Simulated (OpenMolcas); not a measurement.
## Sc: effect of the IPEA shift

| Property | Result |
| --- | --- |
| Program | OpenMolcas 26.06 |
| Basis | ANO-RCC-VTZP [6s5p3d2f1g] |
| Scalar Hamiltonian | DKH2, point nucleus |
| Active space | 3 electrons in 11 orbitals (3d 4s 4d) |
| State averaging | 2S+1 = 2 even, 29 roots; 2S+1 = 4 even, 10 roots kept (CI in the orbitals of an earlier block) |
| Spin-orbit coupling | state interaction with AMFI integrals over the reference wave functions, term energies averaged over their components |

Methods on the same reference wave functions:
A. CASSCF
B. MS-CASPT2, IPEA 0 Eh, imaginary shift 0.1 Eh (closed shells correlated: 3s 3p)
C. MS-CASPT2, IPEA 0.25 Eh, imaginary shift 0.1 Eh (closed shells correlated: 3s 3p)

Energies in eV above 3d 4s² ²D_3/2, the measured ground level; measured values from NIST Handbook of Basic Atomic Spectroscopic Data.

| Level | A | B | C | Measured |
| --- | --- | --- | --- | --- |
| 3d 4s² ²D_3/2 | 0.0000 | 0.0000 | 0.0000 | 0.0000 |
| 3d 4s² ²D_5/2 | 0.0226 | 0.0230 | 0.0231 | 0.0209 |
| 3d² 4s ⁴F_3/2 | 1.0215 | 1.113 | 1.149 | 1.4283 |
| 3d² 4s ⁴F_5/2 | 1.0272 | 1.118 | 1.155 | 1.4330 |
| 3d² 4s ⁴F_7/2 | 1.0351 | 1.126 | 1.163 | 1.4395 |
| 3d² 4s ⁴F_9/2 | 1.0452 | 1.136 | 1.173 | 1.4478 |
| 3d² 4s ²F_5/2 | 1.8836 | 1.600 | 1.628 | 1.8506 |
| 3d² 4s ²F_7/2 | 1.8993 | 1.615 | 1.643 | 1.8650 |
| 3d² 4s ⁴P_1/2 | 1.9534 | 1.934 | 1.977 |  |
| 3d² 4s ⁴P_3/2 | 1.9565 | 1.937 | 1.981 |  |
| 3d² 4s ⁴P_5/2 | 1.9612 | 1.943 | 1.987 |  |
| 3d² 4s ²D_3/2 | 2.0753 | 1.832 | 1.902 |  |
| 3d² 4s ²D_5/2 | 2.0765 | 1.831 | 1.901 |  |
| 3d² 4s ²G_9/2 | 2.4518 | 2.309 | 2.364 |  |
| 3d² 4s ²G_7/2 | 2.4526 | 2.310 | 2.365 |  |
| 3d² 4s ²P_1/2 | 2.5919 | 2.357 | 2.391 |  |
| 3d² 4s ²P_3/2 | 2.5983 | 2.363 | 2.398 |  |

Deviations, from unrounded energies. A percentage is the sum of absolute deviations over the sum of measured energies, with the sign that they share, or ± where signs differ.

```csv
Against measurement,Levels,A,B,C
mean absolute deviation (cm-1),7,1900,2000,1800
fine structure of the ground term (%),1,+8.4,+10.3,+10.5
other configurations (%),6,±17.8,-18.6,-16.4
```

C lies closest to measurement on these levels and B furthest from it. The largest miss of C in the table is 3d² 4s ⁴F_3/2, by -2300 cm-1. The ranking rests on the paired levels alone, and a cruder setting can come out closer through cancelling errors.

Between B and C the level of the table that moves most is 3d² 4s ²D_3/2, by 570 cm-1 (lowest in B, highest in C). Moves below CASPT2's spread within the term are not significant.

The mean deviations of B to C differ by less than CASPT2's widest spread within a term (1400 cm-1), so their order carries little weight.

The lowest spin-free term lies below A's lowest term by 0.318 hartree in B, 0.314 hartree in C.

CASPT2 does not keep the components of a term degenerate, so their means are used; among the terms shown or strongly mixed into the levels shown the widest spread is 1400 cm-1 (3d² 4s ²F, C). Terms from blocks run as CI alone lack orbitals of their own. Active for correlation alone: 4d; no level in the range computed is led by a configuration that fills it, so any true level of that kind is missing. Without dynamic correlation excited terms often stand tens of per cent too high (terms of higher spin than the ground term too low), and those without a measured partner can miss by more than the paired ones (holds for A). The CASPT2 spread within a term exceeds the gap to the next term for 3d² 4s ²G and 3d² 4s ²P, so the order of their levels is uncertain (holds for B; C). Computed and measured levels are paired by configuration, term and J; levels that our copy of the source lacks, or whose pairing is in doubt (as where it misses far off the trend of its configuration), stay unpaired and out of the deviations. Levels of configurations outside the active space are missing.
